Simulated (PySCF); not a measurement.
Zn(I)(iPr), SMILES C[CH](C)[Zn][I] (C3H7IZn) (PBE0/def2-SVP optimised geometry):

```
12

Zn     0.595    -0.052     0.000
I      3.050    -0.052     0.000
C     -1.372    -0.064    -0.001
C     -1.945     1.351     0.017
C     -1.927    -0.923     1.132
H     -1.644    -0.537    -0.963
H     -3.050     1.328    -0.034
H     -1.684     1.892     0.942
H     -1.595     1.962    -0.830
H     -1.563    -1.962     1.094
H     -3.031    -0.965     1.090
H     -1.665    -0.519     2.124
```

Computed with PBE0/def2-TZVP, def2 effective core potentials past Kr (PySCF).

Task: What are the frontier orbital energies and the dipole moment?

Result: HOMO-2 -7.44 eV, HOMO-1 -7.44 eV, HOMO -7.28 eV, LUMO -0.75 eV, LUMO+1 -0.44 eV; dipole moment 2.42 D.
